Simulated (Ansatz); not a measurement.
Geometry optimisation, UKS PBE-D4/def2-SVP in Ansatz 0.2.0.

The input (input.yaml):

```yaml
crystal:
  periodic: [false, false, false]
  atoms:
    - { symbol: "N", position_ang: [-1.07779, -1.53191, -0.41321] }
    - { symbol: C, position_ang: [-0.29678, -0.63637, -0.05794] }
    - { symbol: O, position_ang: [0.76856, -0.65524, 0.75135] }
    - { symbol: Si, position_ang: [0.5733, 0.97203, 0.17818] }
    - { symbol: H, position_ang: [-1.82191, -1.25961, -1.04523] }
    - { symbol: H, position_ang: [-1.24031, -0.29704, -0.48539] }
    - { symbol: H, position_ang: [1.67708, 1.29614, -0.69745] }
magnetization:
  spin_polarized: true
basis:
  gaussian: { orbitals: def2-SVP }
hamiltonian:
  xc: pbe
  dispersion: d4
relax:
  f_tol: 0.02
  max_steps: 50
output:
  orbitals: {}
```

Run as:

```bash
$ ansatz run input.yaml --threads 2 --pin off --max-ram 3072MiB --backend cpu --events-out ev --progress --plain --runs-dir out
```

Where does it end, and by what steps?

It converged. After 24 steps the energy has fallen by 4.792 eV; Si4 moved furthest, 1.07 Å. Parted: N1–H6, C2–Si4.

```
step  energy less start (eV)  largest force component (eV/Å)  accepted
   0                  0.0000                           6.291       yes
   1                 -1.4006                           3.206       yes
   2                 -2.0718                           1.683       yes
   3                 -2.9349                           2.977       yes
   4                 -3.6145                           3.008       yes
   5                 -3.9986                           1.450       yes
   6                 -4.0561                           1.367       yes
   7                 -4.1055                           0.248       yes
   8                 -4.1104                           0.117       yes
   9                 -4.1112                           0.274       yes
  10                 -4.1123                           0.044       yes
  11                 -4.1130                           0.081       yes
  12                 -4.1146                           0.080       yes
  13                 -4.1351                           0.388       yes
  14                 -4.2395                           1.072       yes
  15                 -4.4364                           1.143       yes
  16                 -4.6574                           0.738       yes
  17                 -4.6967                           1.022       yes
  18                 -4.6455                           0.900        no
  19                 -4.7751                           0.428       yes
  20                 -4.7861                           0.187       yes
  21                 -4.7884                           0.137       yes
  22                 -4.7918                           0.073       yes
  23                 -4.7923                           0.038       yes
  24                 -4.7924                           0.007       yes
```

```xyz
7
Properties=species:S:1:pos:R:3
N -1.240 -1.758 -0.206
C -0.539 -0.705 -0.297
O 0.413 -0.435 0.647
Si 1.478 0.896 0.741
H -1.899 -1.794 -1.000
H -0.590 0.085 -1.089
H 0.959 1.598 -0.566
```

Whether the end is a true minimum wasn't checked by a vibrational analysis.

Time of the run: 57 s on 2 threads of Intel(R) Xeon(R) Platinum 8259CL CPU @ 2.50GHz (Skylake/Cascade Lake), on a shared host, peak memory 0.21 GiB.
